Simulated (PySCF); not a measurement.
**Atomic charges against the basis set**

C3H5F3Si.
Numbering: `[F:1][CH:2]([F:3])[C@@:4]1([F:5])[CH2:6][SiH2:7]1` (hydrogens: H8 on C2; H9, H10 on C6; H11, H12 on Si7)

Cartesian coordinates in Å at the PBE0-D3(BJ)/def2-SVP level; atoms count from 1:
```xyz
12
C3H5F3Si angstrom
F     -2.0955   -1.2849   -0.2697
C     -1.5166   -0.0754   -0.1603
F     -1.6170    0.3257    1.1307
C     -0.0647   -0.1390   -0.5435
F      0.0472   -0.4150   -1.8773
C      0.8446    0.9733   -0.0413
Si     1.2713   -0.7085    0.6567
H     -2.0764    0.6350   -0.7970
H      1.5094    1.3758   -0.8141
H      0.3861    1.7423    0.5901
H      0.9209   -1.0459    2.0550
H      2.4333   -1.4094    0.0643
```

PBE0 throughout (PySCF), one geometry, spherical d and f functions. Isolated species at its PBE0-D3(BJ)/def2-SVP geometry (one conformer only). The first 7 of 12 kinds of atom are listed.

Mulliken charges (e):

```json
{"basis": "STO-3G", "functions": "44", "F1": "-0.114", "C2": "+0.141", "F3": "-0.120", "C4": "-0.061", "F5": "-0.107", "C6": "-0.323", "Si7": "+0.527"}
{"basis": "6-31G", "functions": "77", "F1": "-0.297", "C2": "+0.438", "F3": "-0.306", "C4": "-0.005", "F5": "-0.318", "C6": "-0.620", "Si7": "+0.607"}
{"basis": "pcSseg-0", "functions": "77", "F1": "-0.350", "C2": "+0.573", "F3": "-0.357", "C4": "-0.285", "F5": "-0.348", "C6": "-0.838", "Si7": "+0.814"}
{"basis": "6-31G*", "functions": "112", "F1": "-0.310", "C2": "+0.510", "F3": "-0.317", "C4": "+0.180", "F5": "-0.330", "C6": "-0.600", "Si7": "+0.324"}
{"basis": "cc-pVDZ", "functions": "127", "F1": "-0.193", "C2": "+0.451", "F3": "-0.202", "C4": "-0.059", "F5": "-0.212", "C6": "-0.152", "Si7": "+0.200"}
{"basis": "def2-SVP", "functions": "127", "F1": "-0.217", "C2": "+0.523", "F3": "-0.231", "C4": "-0.106", "F5": "-0.241", "C6": "-0.235", "Si7": "+0.333"}
{"basis": "aug-cc-pVDZ", "functions": "210", "F1": "-0.469", "C2": "+1.237", "F3": "-0.476", "C4": "+0.713", "F5": "-0.625", "C6": "+0.567", "Si7": "-0.586"}
{"basis": "6-311+G(2d,p)", "functions": "227", "F1": "-0.256", "C2": "+0.164", "F3": "-0.263", "C4": "+0.315", "F5": "-0.340", "C6": "-0.501", "Si7": "+0.456"}
{"basis": "def2-TZVP", "functions": "253", "F1": "-0.181", "C2": "+0.264", "F3": "-0.196", "C4": "+0.129", "F5": "-0.202", "C6": "-0.382", "Si7": "+0.153"}
{"basis": "cc-pVTZ", "functions": "284", "F1": "-0.177", "C2": "+0.343", "F3": "-0.193", "C4": "+0.084", "F5": "-0.202", "C6": "-0.314", "Si7": "+0.154"}
{"basis": "IGLO-III", "functions": "304", "F1": "-0.219", "C2": "+0.263", "F3": "-0.240", "C4": "+0.203", "F5": "-0.285", "C6": "-0.541", "Si7": "+0.696"}
{"basis": "pcSseg-2", "functions": "329", "F1": "-0.259", "C2": "+0.538", "F3": "-0.276", "C4": "+0.031", "F5": "-0.276", "C6": "-0.316", "Si7": "+0.491"}
```

IAO charges (e):

```json
{"basis": "STO-3G", "functions": "44", "F1": "-0.139", "C2": "+0.170", "F3": "-0.146", "C4": "-0.127", "F5": "-0.128", "C6": "-0.523", "Si7": "+0.695"}
{"basis": "6-31G", "functions": "77", "F1": "-0.272", "C2": "+0.384", "F3": "-0.286", "C4": "+0.037", "F5": "-0.277", "C6": "-0.532", "Si7": "+0.512"}
{"basis": "pcSseg-0", "functions": "77", "F1": "-0.266", "C2": "+0.390", "F3": "-0.283", "C4": "+0.009", "F5": "-0.264", "C6": "-0.543", "Si7": "+0.530"}
{"basis": "6-31G*", "functions": "112", "F1": "-0.286", "C2": "+0.441", "F3": "-0.299", "C4": "+0.048", "F5": "-0.290", "C6": "-0.543", "Si7": "+0.608"}
{"basis": "cc-pVDZ", "functions": "127", "F1": "-0.286", "C2": "+0.436", "F3": "-0.298", "C4": "+0.052", "F5": "-0.291", "C6": "-0.545", "Si7": "+0.601"}
{"basis": "def2-SVP", "functions": "127", "F1": "-0.287", "C2": "+0.439", "F3": "-0.300", "C4": "+0.046", "F5": "-0.292", "C6": "-0.541", "Si7": "+0.623"}
{"basis": "aug-cc-pVDZ", "functions": "210", "F1": "-0.296", "C2": "+0.442", "F3": "-0.306", "C4": "+0.054", "F5": "-0.304", "C6": "-0.553", "Si7": "+0.609"}
{"basis": "6-311+G(2d,p)", "functions": "227", "F1": "-0.297", "C2": "+0.441", "F3": "-0.307", "C4": "+0.045", "F5": "-0.305", "C6": "-0.563", "Si7": "+0.644"}
{"basis": "def2-TZVP", "functions": "253", "F1": "-0.298", "C2": "+0.449", "F3": "-0.308", "C4": "+0.046", "F5": "-0.304", "C6": "-0.566", "Si7": "+0.649"}
{"basis": "cc-pVTZ", "functions": "284", "F1": "-0.296", "C2": "+0.447", "F3": "-0.306", "C4": "+0.050", "F5": "-0.302", "C6": "-0.562", "Si7": "+0.633"}
{"basis": "IGLO-III", "functions": "304", "F1": "-0.298", "C2": "+0.444", "F3": "-0.307", "C4": "+0.045", "F5": "-0.306", "C6": "-0.566", "Si7": "+0.651"}
{"basis": "pcSseg-2", "functions": "329", "F1": "-0.298", "C2": "+0.447", "F3": "-0.308", "C4": "+0.046", "F5": "-0.305", "C6": "-0.565", "Si7": "+0.648"}
```

Hirshfeld charges (e):

```json
{"basis": "STO-3G", "functions": "44", "F1": "-0.083", "C2": "+0.151", "F3": "-0.089", "C4": "-0.015", "F5": "-0.077", "C6": "-0.130", "Si7": "+0.310"}
{"basis": "6-31G", "functions": "77", "F1": "-0.107", "C2": "+0.146", "F3": "-0.096", "C4": "-0.005", "F5": "-0.111", "C6": "-0.165", "Si7": "+0.260"}
{"basis": "pcSseg-0", "functions": "77", "F1": "-0.104", "C2": "+0.137", "F3": "-0.093", "C4": "-0.003", "F5": "-0.110", "C6": "-0.169", "Si7": "+0.293"}
{"basis": "6-31G*", "functions": "112", "F1": "-0.099", "C2": "+0.140", "F3": "-0.087", "C4": "-0.006", "F5": "-0.101", "C6": "-0.164", "Si7": "+0.259"}
{"basis": "cc-pVDZ", "functions": "127", "F1": "-0.093", "C2": "+0.126", "F3": "-0.077", "C4": "-0.015", "F5": "-0.090", "C6": "-0.174", "Si7": "+0.283"}
{"basis": "def2-SVP", "functions": "127", "F1": "-0.099", "C2": "+0.132", "F3": "-0.084", "C4": "-0.009", "F5": "-0.099", "C6": "-0.176", "Si7": "+0.295"}
{"basis": "aug-cc-pVDZ", "functions": "210", "F1": "-0.103", "C2": "+0.127", "F3": "-0.086", "C4": "-0.023", "F5": "-0.102", "C6": "-0.186", "Si7": "+0.307"}
{"basis": "6-311+G(2d,p)", "functions": "227", "F1": "-0.105", "C2": "+0.129", "F3": "-0.089", "C4": "-0.025", "F5": "-0.106", "C6": "-0.181", "Si7": "+0.312"}
{"basis": "def2-TZVP", "functions": "253", "F1": "-0.102", "C2": "+0.128", "F3": "-0.086", "C4": "-0.020", "F5": "-0.102", "C6": "-0.182", "Si7": "+0.304"}
{"basis": "cc-pVTZ", "functions": "284", "F1": "-0.100", "C2": "+0.127", "F3": "-0.083", "C4": "-0.018", "F5": "-0.098", "C6": "-0.181", "Si7": "+0.299"}
{"basis": "IGLO-III", "functions": "304", "F1": "-0.105", "C2": "+0.126", "F3": "-0.088", "C4": "-0.020", "F5": "-0.105", "C6": "-0.183", "Si7": "+0.309"}
{"basis": "pcSseg-2", "functions": "329", "F1": "-0.103", "C2": "+0.127", "F3": "-0.087", "C4": "-0.021", "F5": "-0.103", "C6": "-0.186", "Si7": "+0.312"}
```

ESP-fitted charges (e):

```
        basis  functions      F1      C2      F3      C4      F5      C6     Si7
       STO-3G         44  -0.124  +0.171  -0.106  +0.046  -0.105  -0.389  +0.285
        6-31G         77  -0.258  +0.419  -0.237  +0.134  -0.223  -0.551  +0.187
     pcSseg-0         77  -0.283  +0.492  -0.256  +0.107  -0.226  -0.656  +0.275
       6-31G*        112  -0.161  +0.150  -0.139  +0.129  -0.158  -0.525  +0.133
      cc-pVDZ        127  -0.179  +0.204  -0.158  +0.121  -0.167  -0.478  +0.118
     def2-SVP        127  -0.197  +0.251  -0.175  +0.121  -0.182  -0.510  +0.168
  aug-cc-pVDZ        210  -0.187  +0.174  -0.162  +0.146  -0.194  -0.525  +0.190
6-311+G(2d,p)        227  -0.187  +0.163  -0.165  +0.154  -0.199  -0.537  +0.188
    def2-TZVP        253  -0.180  +0.161  -0.158  +0.134  -0.184  -0.519  +0.190
      cc-pVTZ        284  -0.171  +0.141  -0.150  +0.135  -0.177  -0.506  +0.181
     IGLO-III        304  -0.178  +0.142  -0.155  +0.141  -0.190  -0.522  +0.203
     pcSseg-2        329  -0.198  +0.212  -0.177  +0.139  -0.199  -0.531  +0.214
```

Question: Which scheme is steadiest as the basis changes?

Answer: Largest range over the bases for any column: Hirshfeld 0.06 e, IAO 0.28 e, ESP-fitted 0.35 e, Mulliken 1.41 e. Hirshfeld charges move least and Mulliken charges most, counted in e. Without the minimal STO-3G basis the ranges are Hirshfeld 0.05, IAO 0.14, ESP-fitted 0.35, Mulliken 1.41 e.

Question: How much do the charges still move between the two largest bases, IGLO-III and pcSseg-2?

Answer: At most, over all atoms: Mulliken 0.275 e, IAO 0.004 e, Hirshfeld 0.003 e, ESP-fitted 0.070 e.

Question: What do the same runs give for the total energy, the frontier levels and the dipole moment?

Answer: 
```
        basis  energy (Eh)  HOMO (eV)  LUMO (eV)  μ (D)
       STO-3G    -696.6839      -4.01       5.41   1.24
        6-31G    -705.5917      -7.43       0.16   2.09
     pcSseg-0    -704.4369      -7.69       0.01   2.06
       6-31G*    -705.7194      -7.11       0.19   1.70
      cc-pVDZ    -705.7659      -7.22       0.13   1.76
     def2-SVP    -705.3433      -7.31       0.11   1.83
  aug-cc-pVDZ    -705.8033      -7.39      -0.48   2.03
6-311+G(2d,p)    -705.8934      -7.43      -0.50   2.09
    def2-TZVP    -705.9366      -7.36      -0.28   1.98
      cc-pVTZ    -705.9170      -7.33      -0.17   1.90
     IGLO-III    -705.9436      -7.39      -0.19   2.03
     pcSseg-2    -705.9404      -7.41      -0.42   2.06
```

The dipole is fixed by the density alone, so its range of 0.85 D shows that the density itself changes with the basis, not only its division among atoms.
